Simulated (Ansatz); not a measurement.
`C[O][Nb]([NH2])(=[S])[Cl]`, charge 0, multiplicity 1.

Task: Give a relaxed structure at PBE0-D4/def2-TZVP (the Gaussian-basis code of Ansatz). (Best estimate.)

Result: The calculation gave: 
Z-matrix (Å, degrees):
```
C
O 1 1.403
H 1 1.093 2 110.5
H 1 1.093 2 109.2 3 -120.4
H 1 1.093 2 109.3 3 120.5
Nb 2 1.854 1 147.4 3 -0.3
S 6 2.140 2 110.1 1 -0.9
N 6 1.950 2 109.4 1 -117.4
Cl 6 2.308 2 108.9 1 121.5
H 8 1.009 6 125.9 2 127.8
H 8 1.012 6 123.2 2 -47.8
```
This is one stationary point; other conformers may exist.
